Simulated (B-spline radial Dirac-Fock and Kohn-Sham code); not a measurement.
Binding energies of Yb³⁺ in different valence configurations

Model: multi-electron Dirac-Fock with separately optimised hole states, Breit and Lamb-shift corrections added in first order. Program: a radial atomic solver. No correlation.

Reference: the tabulated ground configuration [Xe] 4f13, with 1s 61365.1 eV, 2p1/2 10015.8 eV, 3s 2441.4 eV, 3d3/2 1613.4 eV, 4s 530.5 eV, 4f 41.74 eV, Kα1 52384.4 eV, Kβ1 59372.4 eV, Lα1 7414.9 eV, Lβ2 8753.3 eV.

Task: One of these configurations gives the following shifts from the reference, in eV: average energy +12.42, 1s +12.82, 2p1/2 +13.67, 3s +15.05, 3d3/2 +14.78, 4s +14.11, 4f +12.44, Kα1 -0.96, Kβ1 -2.18, Lα1 -1.04, Lβ2 +0.89. Which?
A. [Xe] 4f12 6s1
B. [Xe] 4f11 5d2
C. [Xe] 4f11 6s2
D. [Xe] 4f12 6p1
E. [Xe] 4f12 5d1

Result: A. The others give [Xe] 4f11 5d2: 1s +18.85; [Xe] 4f12 6p1: 1s +14.16; [Xe] 4f11 6s2: 1s +26.78; [Xe] 4f12 5d1: 1s +9.13.

Values without a named source are computed, but for edge energies of neutral atoms, which are taken from tables.
